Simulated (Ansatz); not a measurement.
Isolated molecules relaxed with PBE0-D4/def2-TZVP in Ansatz; ΔE leaves out vibrations. CCSD(T)/CBS adds triple-zeta CCSD(T) − MP2 to the extrapolated MP2 energy (def2 sets, frozen cores). DFT in def2-TZVPP. For Se outer-core shells are correlated without core-valence functions, which leaves a few kJ/mol of doubt a bond. Scalar relativity is left out up to krypton. One conformer a species, not always the lowest.

`NB(O)[SeH]` + CH₃NH₂ → `CNB(N)O` + H₂Se  (ligand exchange at a B–Se bond)

`NB(O)[SeH]`:

```xyz
8

N    -0.666   -0.728   -0.157
B     0.312    0.279   -0.134
O     1.026    0.679   -1.228
Se    0.784    1.258    1.515
H    -0.917   -1.236   -0.989
H    -1.181   -1.010    0.656
H     0.809    0.213   -2.038
H    -0.167    0.544    2.375
```

CH₃NH₂:

```xyz
7

C     0.464    0.244    0.219
N    -0.623   -0.237   -0.617
H     0.426   -0.074    1.271
H     0.479    1.336    0.201
H     1.417   -0.095   -0.196
H    -1.515    0.075   -0.255
H    -0.648   -1.249   -0.622
```

`CNB(N)O`:

Z-matrix (Å, degrees):
```
C
N 1 1.437
H 1 1.099 2 113.5
H 1 1.093 2 110.8 3 -121.1
H 1 1.094 2 110.6 3 121.1
B 2 1.415 1 126.5 3 -82.4
H 2 1.005 1 115.7 3 89.6
O 6 1.385 2 116.2 1 179.4
N 6 1.423 2 121.8 1 -0.7
H 8 0.957 6 113.7 2 -175.6
H 9 1.003 6 122.9 2 2.0
H 9 1.003 6 123.5 2 -172.1
```

H₂Se:

Z-matrix (Å, degrees):
```
Se
H 1 1.467
H 1 1.467 2 91.2
```

```
             level  ΔE (eV)
           ωB97M-V    -0.41
CCSD(T)/def2-TZVPP    -0.37
```

**Question.** What does CCSD(T)/CBS give? (An estimate is asked.)

**Answer.** Ansatz gave: -0.36 eV. The listed levels differ from it by -0.05, -0.01 eV.

Largest T1 diagnostic among the species: 0.010.

In def2-TZVPP, CCSD(T) changes the Hartree–Fock value by +0.07 eV (the triples alone add +0.02 eV) and MP2 by +0.11 eV.
